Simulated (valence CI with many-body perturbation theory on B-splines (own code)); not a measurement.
# Rb²⁴⁺: electric-dipole lines

Method: configuration interaction combined with many-body perturbation theory (CI+MBPT): three valence electrons over a frozen Dirac-Fock core [Ne], a basis of 11 s, 11 p, 9 d, 7 f, 5 g, 2 h, 1 i functions for each j, with the one-electron correlation potential Σ1, the two-electron term Σ2, the three-electron term Σ3, Breit, model QED; selected CI, second order for the rest (own B-spline code, finite nucleus).

No measured spectrum was set against this ion. As an estimate, levels of excited configurations hold to 0.05 to 0.15 % of their energy, terms of the ground configuration to about 0.5 %.

Lines 201 to 250 of 275 in falling wavelength, among levels below 261.36 eV, chosen from the strongest by gf and those to the six lowest levels. Wavelengths and rates use the calculated energies, so an error of 600 cm⁻¹ moves a line at 11.42 nm by 0.069 % and its rate by three times that or more. Electric multipoles are in the length gauge, E1 and E2 with the static RPA response of the core. Weak lines are less certain than strong ones. Lines between different terms over intervals too small for the method are left out, as are lines whose strength nearly cancels. The highest levels of a list are the least certain.

Names give the largest LS component (configuration and term), which can be under half, so a name can repeat, a term be missing and a line seem to break the LS rules; names also repeat where a configuration has a term twice. Letters in brackets count levels of one name in rising energy.

```tsv
λ vac (nm)	Upper	Lower	A (s⁻¹)	S (a.u.)
11.42	3s3p3d ⁴P°_1/2	3s3p² ⁴P_3/2	6.00e+10	8.83e-02
11.41	3s3p3d ²D°_5/2 [a]	3s3p² ⁴P_5/2	9.35e+08	4.11e-03
11.40	3s3d² ⁴F_5/2	3s3p3d ⁴F°_5/2	4.20e+10	1.84e-01
11.39	3s3p3d ²F°_5/2 [a]	3s3p² ⁴P_3/2	7.54e+09	3.30e-02
11.39	3p²3d ²F_5/2 [b]	3p³ ⁴S°_3/2	1.94e+10	8.50e-02
11.38	3s3p3d ²P°_3/2 [a]	3s3p² ²D_3/2	4.31e+09	1.25e-02
11.34	3p²3d ²F_7/2 [b]	3s3p3d ⁴F°_5/2	6.30e+09	3.62e-02
11.30	3s3p3d ²P°_1/2 [b]	3s3p² ²P_1/2	4.44e+10	6.32e-02
11.27	3s²3d ²D_3/2	3s²3p ²P°_1/2	6.63e+10	1.87e-01
11.27	3s3p3d ²D°_3/2	3s3p² ⁴P_3/2	7.50e+08	2.12e-03
11.25	3p²3d ²F_5/2 [b]	3p³ ²D°_5/2	8.76e+09	3.70e-02
11.23	3s3p3d ²F°_7/2 [b]	3s3p² ²D_5/2	3.47e+10	1.94e-01
11.22	3p³ ²P°_3/2	3s3p² ⁴P_1/2	1.20e+09	3.35e-03
11.21	3s3d² ⁴F_3/2	3s3p3d ⁴F°_3/2	4.45e+10	1.24e-01
10.96	3p²3d ²D_5/2	3p³ ²D°_3/2	1.55e+10	6.03e-02
10.91	3s3p3d ²D°_5/2 [a]	3s3p² ⁴P_3/2	1.53e+09	5.90e-03
10.69	3s3p3d ²P°_1/2 [a]	3s3p² ²D_3/2	1.70e+09	2.05e-03
10.68	3s3p3d ²F°_5/2 [b]	3s3p² ²D_3/2	4.88e+10	1.76e-01
10.68	3s3p3d ²F°_7/2 [a]	3s3p² ⁴P_5/2	9.45e+09	4.54e-02
10.68	3s3p3d ⁴P°_3/2	3s3p² ⁴P_1/2	1.82e+08	4.37e-04
10.68	3s3p3d ⁴P°_1/2	3s3p² ⁴P_1/2	1.03e+08	1.24e-04
10.62	3p²3d ²F_7/2 [b]	3p³ ²D°_5/2	3.98e+10	1.88e-01
10.58	3p²3d ²F_5/2 [b]	3p³ ²D°_3/2	3.20e+10	1.12e-01
10.54	3s3p3d ²D°_3/2	3s3p² ⁴P_1/2	5.76e+09	1.33e-02
10.41	3s3p3d ²P°_3/2 [a]	3s3p² ⁴P_5/2	9.68e+07	2.16e-04
10.39	3s3p3d ²P°_1/2 [b]	3s3p² ²D_3/2	4.79e+08	5.30e-04
10.24	3s3p3d ²P°_3/2 [b]	3s3p² ²D_3/2	3.95e+08	8.36e-04
10.17	3s3p3d ²D°_5/2 [b]	3s3p² ²D_3/2	1.36e+07	4.24e-05
10.13	3s3p3d ²P°_3/2 [c]	3s3p² ²D_3/2	2.98e+09	6.12e-03
10.00	3s3p3d ²P°_3/2 [a]	3s3p² ⁴P_3/2	2.99e+07	5.90e-05
9.890	3s3p3d ²F°_7/2 [b]	3s3p² ⁴P_5/2	4.86e+09	1.86e-02
9.824	3s3p3d ²F°_5/2 [b]	3s3p² ⁴P_5/2	1.27e+06	3.56e-06
9.467	3s3p3d ²P°_1/2 [a]	3s3p² ⁴P_3/2	1.23e+08	1.03e-04
9.456	3s3p3d ²F°_5/2 [b]	3s3p² ⁴P_3/2	1.27e+08	3.19e-04
9.449	3s3p3d ²P°_3/2 [b]	3s3p² ⁴P_5/2	7.28e+07	1.21e-04
9.423	3s3p3d ²P°_3/2 [a]	3s3p² ⁴P_1/2	3.26e+09	5.38e-03
9.390	3s3p3d ²D°_5/2 [b]	3s3p² ⁴P_5/2	9.14e+08	2.24e-03
9.359	3s3p3d ²P°_3/2 [c]	3s3p² ⁴P_5/2	4.56e+08	7.37e-04
9.226	3s3p3d ²P°_1/2 [b]	3s3p² ⁴P_3/2	4.23e+07	3.28e-05
9.108	3s3p3d ²P°_3/2 [b]	3s3p² ⁴P_3/2	3.58e+08	5.34e-04
9.054	3s3p3d ²D°_5/2 [b]	3s3p² ⁴P_3/2	5.00e+08	1.10e-03
9.024	3s3p3d ²P°_3/2 [c]	3s3p² ⁴P_3/2	7.27e+07	1.05e-04
8.948	3s3p3d ²P°_1/2 [a]	3s3p² ⁴P_1/2	1.05e+09	7.46e-04
8.732	3s3p3d ²P°_1/2 [b]	3s3p² ⁴P_1/2	1.44e+08	9.45e-05
8.626	3s3p3d ²P°_3/2 [b]	3s3p² ⁴P_1/2	1.65e+08	2.08e-04
8.551	3s3p3d ²P°_3/2 [c]	3s3p² ⁴P_1/2	6.28e+06	7.75e-06
5.988	3p²3d ⁴F_3/2	3s²3p ²P°_3/2	6.33e+06	2.68e-06
5.872	3p²3d ⁴F_5/2	3s²3p ²P°_3/2	2.59e+06	1.55e-06
5.728	3p²3d ²P_3/2 [a]	3s²3p ²P°_3/2	1.66e+07	6.14e-06
5.695	3p²3d ⁴D_1/2	3s²3p ²P°_3/2	1.92e+06	3.50e-07
```
